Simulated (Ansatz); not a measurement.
Abridged output of a molecular run in Ansatz:

```
Functional definition: HF
1572 factors; integrals over basis functions are off by at most 9.2e-4 eV
mean field evaluation 1: about -13930.9483 eV, gradient 3.4e1 eV
mean field evaluation 2: about -13931.1423 eV, gradient 3.4e1 eV
mean field evaluation 4: about -13933.9759 eV, gradient 3.9e0 eV
mean field evaluation 8: about -13934.0288 eV, gradient 3.1e-1 eV
mean field -13934.02925900 eV, -512.0661304441 hartree, gradient 4.6e-6 eV, S^2 0.000000; 0 other end points of the search recorded, 0 dependent functions left out
8 core orbitals not correlated: weight in the atoms' cores, before any rotation towards them, 1.000 or more for the frozen orbitals, at most 0.000 for the correlated occupied ones
reference -13934.02925900 eV, -512.0661304441 hartree; 20, 20 occupied and 202, 202 virtual orbitals, 1572 factors
second order -33.85863407 eV of doubles, -0.00000000 eV of singles
cycle   1  -32.71228935 eV  change     1.1e0 eV  update   1.1e-1
cycle   2  -33.47514075 eV  change   -7.6e-1 eV  update   3.3e-2
cycle   3  -33.60838729 eV  change   -1.3e-1 eV  update   1.4e-2
cycle   4  -33.58856300 eV  change    2.0e-2 eV  update   3.3e-3
cycle   5  -33.58712060 eV  change    1.4e-3 eV  update   1.5e-3
cycle   6  -33.58877901 eV  change   -1.7e-3 eV  update   4.6e-4
cycle   7  -33.58869404 eV  change    8.5e-5 eV  update   2.2e-4
cycle   8  -33.58849149 eV  change    2.0e-4 eV  update   7.9e-5
cycle   9  -33.58851007 eV  change   -1.9e-5 eV  update   3.2e-5
perturbative correction -1.13396410 eV, -0.0416724122 hartree
Total energy: -13968.75173317 eV, -513.3421578341 hartree
```

Its atoms:

Z-matrix (Å, degrees):
```
C
I 1 2.114
C 1 1.478 2 120.9
F 1 1.354 2 111.2 3 -143.2
C 1 1.478 2 120.9 3 73.6
H 3 1.083 1 115.8 2 -141.1
H 3 1.081 1 118.9 2 3.2
H 5 1.083 1 115.8 2 141.1
H 5 1.081 1 118.9 2 -3.2
```

Question: Which basis set was used?
A. cc-pV(D+d)Z
B. def2-TZVPP
C. cc-pV(Q+d)Z
D. def2-TZVPPD

Answer: B. It gives 230 functions.

Question: Write the keys of the input that set method, charge and spin (a neutral closed shell needs none for the last two).

Answer: 
```yaml
correlation: {method: ccsd_t}
```
